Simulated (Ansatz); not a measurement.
Start from `[CH3][SnH2][SiH2]F` and change one atom or group to get `[CH3][SnH2][SiH2]O`.

Ansatz, PBE0-D4/def2-TZVP geometries, multiplicity 1. Each molecule was computed in one conformer, which needn't be the lowest.

Elements past krypton have def2 core potentials.

| property | `[CH3][SnH2][SiH2]F` |
| --- | --- |
| HOMO–LUMO gap (PBE/def2-TZVPP) / eV | 5.18 |
| LUMO energy (B3LYP/def2-TZVPP) / eV | -0.83 |
| LUMO energy (PBE/def2-TZVPP) / eV | -1.45 |
| HOMO–LUMO gap (ωB97M-V/def2-TZVPP) / eV | 10.76 |
| HOMO–LUMO gap (PBE0/def2-TZVPP) / eV | 7.11 |
| HOMO energy (PBE0/def2-TZVPP) / eV | -7.75 |

Give the same properties after the change, and the shifts. (Best estimate.)

The calculation gave: 
```
                               property  `[CH3][SnH2][SiH2]O`  shift
    HOMO–LUMO gap (PBE/def2-TZVPP) / eV                  4.92  -0.26
    LUMO energy (B3LYP/def2-TZVPP) / eV                 -0.68   0.15
      LUMO energy (PBE/def2-TZVPP) / eV                 -1.27   0.18
HOMO–LUMO gap (ωB97M-V/def2-TZVPP) / eV                 10.48  -0.28
   HOMO–LUMO gap (PBE0/def2-TZVPP) / eV                  6.86  -0.25
     HOMO energy (PBE0/def2-TZVPP) / eV                 -7.31   0.44
```

With PBE0 the HOMO rises by 0.44 eV and the LUMO rises by 0.18 eV, so the gap narrows by about 0.26 eV. PBE moves the HOMO by 0.45 eV and ωB97M-V by 0.43 eV.

B3LYP here is the variant with VWN-RPA as its local correlation; programs differ in this.
